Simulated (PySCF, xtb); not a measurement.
C3H12OSi2, SMILES C[SiH2]OC[SiH2]C. The values are those of a single conformer.

Harmonic wavenumbers (cm⁻¹) from GFN2-xTB in xtb at its own minimum, in rising order: 18, 43, 86, 100, 113, 134, 171, 220, 273, 455, 487, 568, 627, 657, 699, 704, 738, 750, 764, 767, 801, 807, 824, 828, 845, 856, 1120, 1200, 1285, 1365, 1378, 1476, 1479, 1483, 1493, 1498, 2185, 2200, 2236, 2312, 2900, 2927, 3017, 3026, 3028, 3037, 3042, 3050.

What does PBE-D3(BJ)/def2-SVP (PySCF) give at its own minimum? (The exact figures need the calculation; the answer reports its results.)

22, 51, 98, 110, 146, 166, 191, 233, 278, 465, 484, 570, 617, 649, 669, 710, 728, 740, 779, 826, 852, 856, 870, 905, 912, 918, 1086, 1195, 1212, 1215, 1244, 1379, 1381, 1383, 1388, 1406, 2126, 2140, 2159, 2189, 2894, 2945, 2975, 2980, 3072, 3080, 3081, 3087. Paired by order, the mean absolute difference is 44 cm⁻¹ and the zero-point energies are 85.9 and 85.0 kcal/mol.
